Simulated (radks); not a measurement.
Neutral terbium inside a hard spherical wall (all orbitals vanish at R), configuration held at [Xe] 4f9 6s2 and not refilled when levels cross. Calculated with a radial shooting solver on a logarithmic mesh with Libxc functionals: scalar-relativistic Kohn-Sham, LDA (Slater exchange, VWN5 correlation), spin-polarised, spherical densities, finite nucleus; open shells are filled with parallel spins first (spin-orbit coupling, left out, can overturn this in heavy ions); Fermi nuclear charge, rms radius 5.06 fm. Eigenvalues in eV for spin up, with the zero of energy where the potential of the charges vanishes at infinity; a dash marks a level that is unbound or too diffuse for the functional's potential to be trusted. A positive occupied level is held by the wall or, in an anion where self-interaction has pushed it up, behind a barrier. The pressure on the wall is -dE/dV.

R (bohr)  E (hartree)  kinetic (hartree)    e(5s)    e(5p)   e(4f)   e(6s)  e(5d, empty)  e(6p, empty)  pressure (GPa)
free      -11700.4818          12587.997  -48.504  -25.621  -4.609  -3.926        -1.642        -1.249               0
20        -11700.4818          12587.997  -48.504  -25.621  -4.609  -3.926        -1.642        -1.249        < 0.0001
15        -11700.4818          12587.998  -48.502  -25.619  -4.606  -3.925        -1.640        -1.236        0.000170
10        -11700.4793          12588.020  -48.342  -25.461  -4.448  -3.798        -1.489        -0.904          0.0564
7         -11700.4390          12588.244  -47.250  -24.394  -3.364  -2.676        -0.432         1.126            1.91
5         -11700.1876          12589.260  -44.445  -21.722  -0.469   1.982         2.750         8.345            28.2
3         -11697.0031          12601.210  -30.856   -8.032  15.490  41.638        22.200        59.244            1410
2.5       -11692.4118          12617.339  -18.108    6.375  30.459  85.873        42.157        110.38            5480
2         -11678.8622          12661.065   12.919   42.825  61.683  192.14        90.199        227.41           27200
1.5       -11628.9752          12810.499   116.30   162.38  137.48  495.81        233.90        548.33          200000
